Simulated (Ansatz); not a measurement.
`ClC[SiH2]Cl` + H₂Te → `ClC[SiH2][TeH]` + HCl  (ligand exchange at the Si–Cl bond)

Isolated molecules relaxed with PBE0-D4/def2-TZVP in Ansatz; ΔE leaves out vibrations. CCSD(T)/CBS is the MP2 limit (def2-TZVPP, def2-QZVPP) plus CCSD(T) − MP2 in def2-TZVPP, frozen cores. This one scheme is used for every species. DFT in def2-TZVPP. def2 core potentials past Kr. For Te outer-core shells are correlated without core-valence functions, which leaves a few kJ/mol of doubt a bond. Each species was taken in one conformer, which may not be the lowest.

| level | ΔE (eV) |
| --- | --- |
| PBE-D4 | 0.30 |
| SCS-MP2/def2-TZVPP | 0.39 |
| CCSD(T)/def2-TZVPP | 0.37 |
| MP2/CBS(def2) | 0.30 |

(1) What does CCSD(T)/CBS give? (An estimate is asked.)

Largest T1 diagnostic among the species: 0.010.

Results:

(1) The calculation gave: +0.33 eV. The listed levels differ from it by -0.03, 0.06, 0.04, -0.03 eV.

In def2-TZVPP, CCSD(T) changes the Hartree–Fock value by −0.16 eV (the triples alone add −0.03 eV) and MP2 by −0.19 eV. The D4 term adds −0.05 eV with B3LYP and −0.03 eV with PBE0; it sums over pairs of atoms, weighted by their polarisabilities, and B3LYP, whose exchange is more repulsive, gets the larger term.

B3LYP here is the variant with VWN-RPA as its local correlation; programs differ in this.
